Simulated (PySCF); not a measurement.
# Computed spin Hamiltonian

Species: C6H8NS (doublet state).
Numbering: `[CH3:1][C@@H:2](/[C:3]=[CH:4]\[C:5]#[N:6])[CH2:7][SH:8]` (hydrogens: H9, H10, H11 on C1; H12 on C2; H13 on C4; H14, H15 on C7; H16 on S8)

Structure used (GFN2-xTB), in Å, numbered top down from 1:
```
atom  x, y, z in Å
C1    -0.7275   -1.8561   -0.3083
C2    -0.5293   -0.5853    0.5284
C3     0.8612   -0.4282    0.8876
C4     1.8986    0.3681    0.9176
C5     1.8658    1.6896    0.4130
N6     1.7869    2.7474   -0.0265
C7    -1.1622    0.6441   -0.1889
S8    -0.6560    0.8672   -1.9206
H9    -0.1771   -1.7778   -1.2427
H10   -0.3709   -2.7260    0.2370
H11   -1.7816   -1.9905   -0.5375
H12   -1.0905   -0.6969    1.4682
H13    2.8556    0.0619    1.3278
H14   -0.9429    1.5619    0.3524
H15   -2.2410    0.4929   -0.2287
H16    0.4033    1.6368   -1.6901
```

The hyperfine couplings belong to this conformer and change with its torsions.

The calculation used UKS B3LYP, pcH-1 on C H N S, non-relativistic, mean-field spin-orbit, GIAO (PySCF 2.14.0). Geometry: GFN2-xTB, one conformer, isolated molecule. The geometry wasn't refined by DFT: couplings that depend on bond lengths, twists or pyramidal angles can differ widely from those at the functional's own minimum. The SCF solution wasn't tested for stability.

```json
{
 "g1, g2, g3": "2.00167, 2.00221, 2.00260",
 "g_iso": "2.00216",
 "Form of g": "rhombic: the two nearest values differ by 42 % of g3 − g1",
 "⟨S²⟩": "0.7598 (exact 0.7500)",
 "α and β electrons": "34, 33",
 "HOMO–LUMO gap, α and β orbitals": "4.87, 3.79 eV"
}
```

Isotropic coupling and dipolar principal values T1 to T3, in MHz:

```csv
atom,isotope,a_iso,of which spin–orbit,T1,T2,T3,Mulliken spin population
C1,13C,18.9,0.0,-2.2,-2.1,4.3,0.01
C2,13C,-1.0,0.0,-4.4,-4.0,8.4,-0.05
C3,13C,272.2,-0.1,-84.4,-63.0,147.5,1.01
C4,13C,7.0,0.0,-17.1,2.9,14.2,-0.14
C5,13C,113.5,0.0,-4.6,-2.4,7.0,0.07
N6,14N,0.4,0.0,-3.4,0.3,3.1,-0.02
C7,13C,62.4,0.0,-7.3,-7.0,14.4,0.06
S8,33S,-0.1,0.0,-1.3,-0.7,1.9,0.01
H9,1H,-1.7,0.0,-3.4,-3.0,6.4,0.00
H10,1H,-1.8,0.0,-5.0,-3.0,8.0,0.00
H11,1H,2.2,0.0,-2.3,-1.8,4.0,0.00
H12,1H,22.9,0.0,-6.7,-5.3,12.0,0.01
H13,1H,116.2,0.0,-6.5,-5.2,11.7,0.05
H14,1H,-5.2,0.0,-5.3,-1.5,6.8,0.00
H15,1H,20.7,0.0,-4.1,-1.3,5.4,0.01
H16,1H,-0.6,0.0,-2.0,-1.6,3.6,0.00
```

The Mulliken spin populations are largest on C3 (+1.01), C4 (-0.14), C5 (+0.07) and C7 (+0.06). C3 is the only atom above +0.15. The positive populations add up to 1.23 and the negative ones to -0.23, together 2S = 1.

Axes: g1 points within 13° of the C2–C3 bond and g2 points within 10° of the C4–C5 bond.

Under fast tumbling the dipolar parts average out, and these isotropic splittings remain: 1 × 1H (H13, I = 1/2, 2 lines) with 4.15 mT, 1 × 1H (H12, I = 1/2, 2 lines) with 0.82 mT, 1 × 1H (H15, I = 1/2, 2 lines) with 0.74 mT and 1 × 1H (H14, I = 1/2, 2 lines) with 0.18 mT.

The 13C coupling of C3 (272.2 MHz) shows only in satellite lines or after enrichment, since that isotope makes up about 1.07 % of natural carbon.

β density exceeds α density at some nuclei, such as H14 (-0.0012), spin density in bohr⁻³. In a single determinant that takes different orbitals for the two spins, that is spin polarisation.
